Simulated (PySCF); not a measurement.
**CsCl at RHF-MP2**

Computed with RHF-MP2; basis Cs def2-TZVPP with ECP46, Cl def2-TZVPP; scalar-relativistic core potentials; PySCF 2.14.

- state: ¹Σ⁺ (singlet), closed shell
- bond length: 2.937 Å
- harmonic wavenumber: 209 cm⁻¹
- force constant: 0.712 mdyn/Å
- rotational constant Be: 0.07061 cm⁻¹
- anharmonicity ωexe: 0.718 cm⁻¹
- vibration–rotation constant αe: 0.000343 cm⁻¹
- well depth De to Cs + Cl: 418 kJ/mol
- dissociation energy D0: 416 kJ/mol

Correlated steps freeze 5 core orbitals. Spin–orbit coupling is left out, which matters for elements this heavy, above all for dissociation energies. Where the molecule has an RHF reference, its open-shell atoms are computed with UHF.
